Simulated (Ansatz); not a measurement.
Species: C2H6N2, SMILES `CNC=N` (C–N–C–N torsion 6°) (charge 0, multiplicity 1).

Q: Give a relaxed geometry from B3LYP-D3(BJ)/def2-TZVP (Ansatz, a quantum-chemistry and plane-wave program).

A: Several could match; the one computed here: the end point of this relaxation, one of several conformers (outside a Z-matrix the atoms follow the SMILES, hydrogens last).
Bonded distances (Å): C1–N2 1.445, C1–H5 1.093, C1–H6 1.096, C1–H7 1.088, N2–C3 1.368, N2–H8 1.004, C3–N4 1.274, C3–H9 1.091, N4–H10 1.019. Angles (°): N2–C1–H5 110.8, N2–C1–H6 112.2, N2–C1–H7 109.1, H5–C1–H6 108.1, H5–C1–H7 108.0, H6–C1–H7 108.6, C1–N2–C3 122.5, C1–N2–H8 118.1, C3–N2–H8 117.3, N2–C3–N4 128.9, N2–C3–H9 112.7, N4–C3–H9 118.4, C3–N4–H10 112.5.
